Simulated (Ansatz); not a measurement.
Cost and result for the atomization energy of `C[N](C)[Zn][F]` (11 atoms, 10 bonds).

Cartesian coordinates in Å:
```
C 1.0025 -0.7324 0.4758
N 0.0268 0.2252 0.0281
C -1.2499 -0.3731 -0.2577
Zn 0.4262 1.9284 -0.3642
F 0.8027 3.5986 -0.7017
H 1.1939 -1.5153 -0.2758
H 0.6687 -1.2423 1.3930
H 1.9595 -0.2559 0.7014
H -1.1850 -1.1358 -1.0504
H -1.9800 0.3726 -0.5815
H -1.6654 -0.8699 0.6330
```

The species carries charge 0 and has multiplicity 1. For Zn the d shell is correlated and the shells below it are frozen. Scalar relativity is left out up to krypton. Geometry: relaxed with PBE0-D4/def2-TZVP. It is one conformer, not always the lowest. Program: Ansatz. All runs use 4 threads of an Arm Neoverse V1 on a shared host. Times are those of one run each, without the atoms' runs, and a repeat can differ threefold. Electronic energies, without spin–orbit coupling; frozen cores. CCSD(T)/CBS adds CCSD(T) − MP2 in def2-TZVPP to the MP2 limit, and its time is that of the two runs behind it. T1 = 0.015. With those shells the extrapolation isn't a true limit.

CCSD(T)/CBS is a level of theory with its own doubt, some kJ/mol a heavy atom from the limit and from the frozen cores, so smaller differences don't rank the functionals.

```json
{"level": "LDA (SPW92)/def2-TZVPP", "functions": "272", "wall time": "2 s"}
{"level": "BLYP-D4/def2-TZVPP", "functions": "272", "wall time": "3.2 s"}
{"level": "PBE-D4/def2-TZVPP (with forces)", "functions": "272", "wall time": "3.7 s"}
{"level": "PBE0-D4/def2-TZVPP", "functions": "272", "wall time": "6 s"}
{"level": "CAM-B3LYP-D4/def2-TZVPP", "functions": "272", "wall time": "6.5 s"}
{"level": "r2SCAN-D4/def2-TZVPP (with forces)", "functions": "272", "wall time": "7.5 s"}
{"level": "B2PLYP/def2-TZVPP", "functions": "272", "wall time": "9 s"}
{"level": "r2SCANh-D4/def2-TZVPP", "functions": "272", "wall time": "9.5 s"}
{"level": "PBE-QIDH/def2-TZVPP", "functions": "272", "wall time": "10 s"}
{"level": "CCSD(T)/def2-SVP", "functions": "117", "wall time": "13 s"}
{"level": "MP2/def2-QZVPP", "functions": "508", "wall time": "46 s"}
{"level": "CCSD(T)/def2-TZVPP", "functions": "272", "wall time": "7.7 min"}
{"level": "CCSD(T)/CBS(def2)", "functions": "–", "wall time": "8.4 min"}
```

Q: What atomization energy does each give, and how far from CCSD(T)/CBS? (Best estimate.)

A: The calculation gave: 
| level | atomization (kcal/mol) | difference from CCSD(T)/CBS | per bond |
| --- | --- | --- | --- |
| LDA (SPW92)/def2-TZVPP | 1048.6 | 140.3 | 14.0 |
| BLYP-D4/def2-TZVPP | 905.3 | -3.0 | -0.3 |
| PBE-D4/def2-TZVPP (with forces) | 927.9 | 19.6 | 2.0 |
| PBE0-D4/def2-TZVPP | 909.0 | 0.7 | 0.1 |
| CAM-B3LYP-D4/def2-TZVPP | 913.7 | 5.4 | 0.5 |
| r2SCAN-D4/def2-TZVPP (with forces) | 909.7 | 1.4 | 0.1 |
| B2PLYP/def2-TZVPP | 898.0 | -10.3 | -1.0 |
| r2SCANh-D4/def2-TZVPP | 903.0 | -5.3 | -0.5 |
| PBE-QIDH/def2-TZVPP | 903.0 | -5.3 | -0.5 |
| CCSD(T)/def2-SVP | 857.2 | -51.1 | -5.1 |
| MP2/def2-QZVPP | 917.6 | 9.3 | 0.9 |
| CCSD(T)/def2-TZVPP | 882.9 | -25.4 | -2.5 |
| CCSD(T)/CBS(def2) | 908.3 | 0.0 | 0.0 |

Leaving LDA and LC-ωPBE aside and taking each functional with its dispersion term where it has one, the values, not all of them listed here, spread over 52.0 kcal/mol, from BHLYP-D4 to PBE-D4. LDA lies +125.3 kcal/mol from PBE without D4, its usual overbinding. From BLYP to BHLYP (50 % exact exchange), in def2-TZVPP and without D4, the atomization energy moves by −24.5 kcal/mol: exact exchange takes away binding that semilocal exchange gives to molecules. At CCSD(T), def2-SVP lies −51.1 kcal/mol from the extrapolated value and def2-TZVPP −25.4 kcal/mol: correlation converges slowly with the basis, and small sets miss more of it in the bonded molecule than in its fragments.
